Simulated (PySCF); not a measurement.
Compound: C3H10P2Si2.
Atom-mapped SMILES: `[CH2:1]1[CH2:2][CH:3]1[SiH:4]1[PH:5][SiH2:6][PH:7]1` (hydrogens: H8, H9 on C1; H10, H11 on C2; H12 on C3; H13 on Si4; H14 on P5; H15, H16 on Si6; H17 on P7)

Geometry (PBE0-D3(BJ)/def2-SVP, Å), atoms numbered from 1 in this order:
```
atom  x, y, z in Å
C1    -1.475    1.178   -0.719
C2    -2.368    0.217   -0.011
C3    -1.221   -0.306   -0.844
Si4    0.251   -1.102   -0.030
P5     0.789    0.143    1.818
Si6    2.318    0.857    0.277
P7     2.127   -0.776   -1.304
H8    -1.859    1.697   -1.602
H9    -0.790    1.782   -0.116
H10   -3.381    0.063   -0.393
H11   -2.285    0.156    1.080
H12   -1.501   -0.750   -1.806
H13    0.001   -2.546    0.268
H14    1.686   -0.878    2.269
H15    3.700    1.033    0.818
H16    1.855    2.155   -0.299
H17    2.869   -1.679   -0.475
```

Jobs on this species (17 atoms, 86 electrons) with PySCF (density fitting). Hardware of each: an Arm Neoverse V1 with one thread, shared host. The host was shared with other jobs, so the times are rough.

```tsv
level and settings	work	basis functions	SCF cycles	wall time
PBE0-D3(BJ)/def2-SVP, grid level 1	geometry optimisation from a GFN2-xTB start	164	?	?
PBE0/pcSseg-1	shieldings, charges and field gradients	197	12	31 s
PBE0/def2-SVPD	10 singlets by full TDDFT, 4 Tamm–Dancoff triplets, polarisability, ΔSCF ions	236	12	2.3 min
```

Fill in the missing figures.

- PBE0-D3(BJ)/def2-SVP, grid level 1; geometry optimisation from a GFN2-xTB start: 2.9 min, 80 SCF cycles

What do all jobs in the table cost together?

About 5.7 min; the longest takes about 51 % of that, and about 5.6 times as long as the shortest.
